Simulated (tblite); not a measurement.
Species: C4H7NO2.
Z-matrix (Å and degrees, GFN2-xTB geometry), rows numbered from 1:
```
C 
N   1  1.4432
C   2  1.3410  1  122.38
O   3  1.2082  2  125.47  1    -4.90
C   3  1.5478  2  112.95  1   177.05
C   5  1.4933  3  109.70  2   -57.01
O   6  1.2044  5  124.03  3    64.60
H   1  1.0920  2  110.99  3  -110.03
H   1  1.0906  2  110.03  3   129.09
H   1  1.0887  2  107.87  3     9.67
H   2  1.0118  1  117.68  3   166.28
H   5  1.0875  3  108.49  2  -179.92
H   5  1.0915  3  106.43  2    61.60
H   6  1.1037  5  115.15  3  -113.30
```

Computed with GFN2-xTB (tblite): harmonic, unscaled wavenumbers at the GFN2-xTB geometry, gas phase. The method is semi-empirical: single wavenumbers can be off by several per cent or more. One conformer, not necessarily the lowest.

Harmonic wavenumbers (cm⁻¹): 74.9, 99.8, 127.4, 134.3, 207.9, 264.9, 381.1, 505.2, 556.2, 619.8, 646.9, 843.7, 903.0, 969.0, 1014.2, 1077.1, 1103.7, 1108.7, 1132.8, 1193.3, 1250.7, 1369.2, 1396.1, 1429.8, 1434.0, 1462.2, 1482.0, 1751.7, 1780.9, 2808.0, 2974.1, 2981.7, 2996.8, 3037.4, 3043.9, 3390.9.

A = 4207, B = 2060, C = 1483 MHz; mass 101.048 u (most abundant isotopes); point group C1, symmetry number 1.

Task: What is the zero-point energy?

Result: Half the sum of the wavenumbers: 23777 cm⁻¹ = 67.98 kcal/mol.

Task: Give the ideal-gas entropy at 298.15 K and 1 bar in the rigid-rotor, harmonic-oscillator model (classical rotation).

Result: Translation 39.78, rotation 27.62, vibration 20.97: S = 88.4 cal/(mol K).

Task: And Cp and H(298.15 K) − H(0)?

Result: Cp = 29.05 cal/(mol K), of which vibrations give 21.10 (their classical limit is 36 R = 71.5); H(298.15 K) − H(0) = 5.68 kcal/mol without the zero-point energy, 3.31 from vibrations.

Task: What must be added to the electronic energy to get the Gibbs energy at 298.15 K and 1 bar?

Result: ZPE + [H(298.15 K) − H(0)] − T·S = 67.98 + 5.68 − 26.35 = 47.31 kcal/mol.

Task: How do the functions run with temperature in this model?

Result: 
```csv
T (K),S (cal/(mol K)),Cp (cal/(mol K)),H − H(0) (kcal/mol),G − H(0) (kcal/mol),ln q(vib)
150,72.1,19.7,2.09,-8.72,2.10
250,83.5,25.8,4.36,-16.53,4.06
400,97.9,35.8,8.99,-30.16,6.85
600,114.6,46.7,17.30,-51.43,10.43
900,135.7,57.4,33.06,-89.08,15.48
```

q(vib) and H(0) count from the zero-point level.

Task: Blend soft modes into free rotors: weight 1/[1 + (100 cm⁻¹/ν̃)⁴] for the oscillator and the rest for a rotor with moment μB/(μ + B), μ = h/(8π²ν), B = 10⁻⁴⁴ kg m². What vibrational entropy results?

Result: 19.84 cal/(mol K) in place of 20.97, which changes −T·S at 298.15 K by +0.34 kcal/mol.

Task: Which modes carry the vibrational entropy at 298.15 K?

Result: 74.9 cm⁻¹: 4.02; 99.8 cm⁻¹: 3.46; 127.4 cm⁻¹: 2.98; 134.3 cm⁻¹: 2.88; 207.9 cm⁻¹: 2.06; 264.9 cm⁻¹: 1.63 cal/(mol K); the other 30 give 3.94 together.

Hindered rotation and anharmonicity are outside this model. Other conformers, if any are populated, would add a mixing term that is left out. The structure is chiral; the term R ln 2 for an equal mix with its mirror image is left out.

Hardware: one thread of an Arm Neoverse V2, shared host with 96 logical CPUs at a one-minute load of 61. Cost: 0.26 s of wall time. The figure is for the frequency step alone.
